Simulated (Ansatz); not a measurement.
`C[SiH2]BN` → `CB[SiH2]N`  (isomerisation)

Gas-phase electronic energies from Ansatz, PBE0-D4/def2-TZVP geometries. CCSD(T)/CBS adds triple-zeta CCSD(T) − MP2 to the extrapolated MP2 energy (def2 sets, frozen cores). Functionals use def2-TZVPP. HSE06 is defined as in plane-wave codes. Each species was taken in one conformer, which may not be the lowest.

```
         level  ΔE (kcal/mol)
        B97M-V           22.7
  CAM-B3LYP-D4           23.9
      PBE-QIDH           24.0
          BLYP           24.5
         HSE06           24.6
   HF/def2-SVP           23.7
  MP2/def2-SVP           28.6
CCSD/CBS(def2)           22.7
```

(1) What does CCSD(T)/CBS give? (Best estimate.)

Largest T1 diagnostic among the species: 0.012.

Results:

(1) Computed: +23.5 kcal/mol. The listed levels differ from it by -0.8, 0.4, 0.5, 1.0, 1.1, 0.2, 5.1, -0.8 kcal/mol.

Leaving LDA and LC-ωPBE aside and taking each functional with its dispersion term where it has one, the values, not all of them listed here, spread over 2.7 kcal/mol, from B97M-V to PBE-D4. LDA lies +1.2 kcal/mol from PBE without D4. From PBE to PBE0 (25 % exact exchange), in def2-TZVPP and without D4, ΔE moves by −0.9 kcal/mol. In def2-TZVPP, CCSD(T) changes the Hartree–Fock value by +3.7 kcal/mol (the triples alone add +0.8 kcal/mol) and MP2 by +3.7 kcal/mol.
